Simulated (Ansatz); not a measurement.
Basis-set extrapolation for C₂H₇NSi (`CC(=N)[SiH3]`) (PBE0-D4/def2-TZVP geometry, frozen core, the Gaussian-basis code of Ansatz). Multiplicity 1, RHF reference.

```csv
,def2-TZVPP,def2-QZVPP
HF,-423.231231,-423.246671
MP2 correlation,-0.667161,-0.711733
CCSD(T) correlation,-0.742062,not run
```

Energies in hartree. Use E(X) = E(∞) + A·exp(−7.88·√X) for Hartree–Fock and E(X) = E(∞) + B·X^(−2.97) for correlation, with X = 3 and 4, and add CCSD(T) minus MP2 of the smaller set to the MP2 limit.

Question: What is the CCSD(T) energy at the basis-set limit?

Answer: HF limit: -423.246671 + (-0.015440) × 0.13774 = -423.24880. MP2 limit: -0.711733 + (-0.044572) × 0.74074 = -0.74475. Higher-order term: -0.742062 − (-0.667161) = -0.07490. Total: -424.06845 hartree, 249.8 kJ/mol below CCSD(T)/def2-TZVPP.
